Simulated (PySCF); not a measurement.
All values below come from PySCF with M06-2X/def2-TZVP // B3LYP-D3(BJ)/def2-SVP. All species are isolated molecules in the gas phase. One relaxed conformer stands for a flexible species; it need not be the lowest. Excitations are Tamm–Dancoff values on a coarser integration grid. The basis has no diffuse functions, so Rydberg states are missing or too high.

Reference species (SMILES): `C[C@@H](CC[SiH3])C(F)(F)F` (C–C–C–C torsion -64°, C–C–C–Si torsion -177°) (neutral, multiplicity 1).

| Item | Value |
|---|---|
| brightest of the four lowest singlets (TDA) | 8.32 eV |
| S1–T1 gap (TDA) | 0.57 eV |
| S1 oscillator strength | 0.136 |

Changed species: `C(F)(F)(F)[C@H](C)[C@@H](C)[SiH3]` (C–C–C–Si torsion 71°).

What does the change do to the brightest of the four lowest singlets (TDA), S1–T1 gap (TDA) and S1 oscillator strength?

the brightest of the four lowest singlets (TDA) rises by 0.60 eV, to 8.92 eV; the S1–T1 gap (TDA) decreases by 0.04 eV, to 0.53 eV; the S1 oscillator strength decreases by 0.103, to 0.033.
